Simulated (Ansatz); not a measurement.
Molecule: CH₅BNO, charge 0, multiplicity 2. It need not be the lowest isomer of its formula. 
Geometry from a B3LYP-D3(BJ)/def2-TZVP (Ansatz, a first-principles code) optimisation:
SMILES: CO[B]N
```xyz
9

C     -1.4016     0.4122    -0.2224
O     -0.6209    -0.5076     0.5459
B      0.7220    -0.5658     0.4446
N      1.5494     0.2088    -0.3745
H     -2.4456     0.2586     0.0420
H     -1.2745     0.2310    -1.2930
H     -1.1239     1.4445     0.0065
H      1.2186     0.9261    -1.0059
H      2.5470     0.0947    -0.3836
```
Charge 0, spin multiplicity 2.

Atomisation energy built up term by term with Ansatz (kcal/mol; UHF references for open shells; valence terms freeze the core; atomic spin-orbit terms are left out). CBS marks a two-point X^-3 extrapolation of the correlation energy; Hartree-Fock from the larger set.

```csv
term,basis,kcal/mol
Hartree-Fock,cc-pVQZ,589.24
CCSD correlation,"CBS(cc-pVTZ,cc-pVQZ)",209.56
(T),"CBS(cc-pVTZ,cc-pVQZ)",13.59
core correlation,cc-pwCVTZ,3.40
scalar relativity (X2C),cc-pVTZ-DK against cc-pVTZ,-0.83
sum: De,,815.0
```

(T) makes 1.7 % of the CCSD(T) atomisation energy; under 5 % is typical of single-reference molecules.
